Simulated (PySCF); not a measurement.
Two-component Hartree-Fock for N³⁺ (nitrogen, charge +3)

Start: [He] 2p2; 2p3/2 filled at m_j = +1/2, +3/2. Calculated with PySCF 2.14 in x2c-TZVPall-2c with one added diffuse shell each of s, p, d type (6s4p3d1f, 40 functions): generalised Hartree-Fock with the X2C-1e Hamiltonian and a Gaussian nucleus; one run each with spin-orbit coupling (SO) switched off, then screened by Boettger's factors. This is a chosen level, not necessarily the ground level.

```tsv
spinor shell	electrons	ε, spin-free (eV)	ε, screened SO (eV)	weight of nominal j (screened SO)	rms radius, screened SO (bohr)
1s1/2	2	-488.45	-488.45	1.000	0.265
2p3/2	2	-65.716	-65.712	0.831	1.15
```

```json
{"quantity": "E (hartree)", "spin-free": "-50.38185", "screened SO": "-50.38149"}
{"quantity": "M_J", "spin-free": "2", "screened SO": "2"}
{"quantity": "⟨J²⟩", "spin-free": "6.000", "screened SO": "6.000"}
{"quantity": "⟨L²⟩", "spin-free": "2.000", "screened SO": "2.000"}
{"quantity": "⟨S²⟩", "spin-free": "2.000", "screened SO": "2.000"}
```

Each row is a mean over spinors that exchange with the open shell spreads, by up to 2.511 eV (1s1/2).

Rows whose weight is well below 1 are mixtures of j = l ± 1/2: exchange outweighs spin-orbit coupling there, and the label is only the starting occupation.

Without spin-orbit coupling the j labels of p, d and f shells carry no meaning; the spin-free column gives the mean over the occupied spinors of each nl shell.
